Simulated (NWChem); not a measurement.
**Correlation energy of CHF**

```xyz
3

C      0.5606    -0.4527     0.0000
F     -0.5266     0.2642     0.0000
H      1.3753     0.3381     0.0000
```
Charge 0, spin multiplicity 1.

All runs are NWChem calculations. Structure: optimised with B3LYP/def2-SVP, a minimum by its harmonic frequencies.

Basis set: cc-pVTZ. Each correlation energy counts from its own Hartree-Fock reference.

The correlated methods keep 2 core orbitals frozen. The structure started from a generated list of species. No row is a measurement; the coupled-cluster row has its own basis-set and correlation limits.

Task: One of these methods gave a correlation energy of -387.2 mHa. Which?
A. CCSD
B. RI-MP2
C. SCS-MP2
D. CCSD+T(CCSD)

Result: B, RI-MP2. The others give -419.4 (CCSD+T(CCSD)), -384.6 (SCS-MP2), -404.2 (CCSD).
